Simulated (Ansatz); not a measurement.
Ideal-gas functions of C2HFI2, SMILES `FC=C(I)I` at 800 K and 1 bar, from an Ansatz frequency run at PBE0-D4/def2-TZVP.

Molar mass 297.84 g/mol, point group Cs (symmetry number 1), electronic degeneracy 1, moments of inertia 232.415, 836.542, 1068.957 u Å². Harmonic wavenumbers (cm⁻¹, unscaled): 122, 152, 228, 313, 396, 525, 841, 861, 1165, 1317, 1692, 3219.

Use S(trans) = R[1.5 ln M + 2.5 ln T − 1.1517]; rotational temperatures θ = 24.2544 K / I; S(rot) = R[ln(√π/σ · √(T³/θAθBθC)) + 1.5]; for each mode x = 1.438777 ν̃/T, S = R[x/(eˣ − 1) − ln(1 − e⁻ˣ)] and H = RT x/(eˣ − 1); 1 cm⁻¹ = 0.0119627 kJ/mol; R = 8.31446 J/(mol·K).

Task: By hand: the entropy, in J/(mol·K).

Result: Translation 200.4. Rotation: θ = 0.1044, 0.029, 0.0227 K, giving 140.4. Vibration, mode by mode: 20.94, 19.12, 15.78, 13.20, 11.31, 9.09, 5.62, 5.46, 3.54, 2.85, 1.67, 0.17, in all 108.8. Electronic 0.0. Sum 449.6 J/(mol·K).

Task: By hand: H − E and G − E in kJ/mol, counted from the electronic energy.

Result: Zero-point energy ½ × 10831 × 0.0119627 = 64.8; thermal vibration 41.0; translation, rotation and pV give 4 RT = 26.6. H − E = 132.4 kJ/mol, and G − E = 132.4 − 800 × 449.6/1000 = -227.3 kJ/mol.

Vibration gives 24 % of the entropy, 20.9 J/(mol·K) of it from the mode under 150 cm⁻¹: soft modes count most, and the harmonic formula is weakest for them.
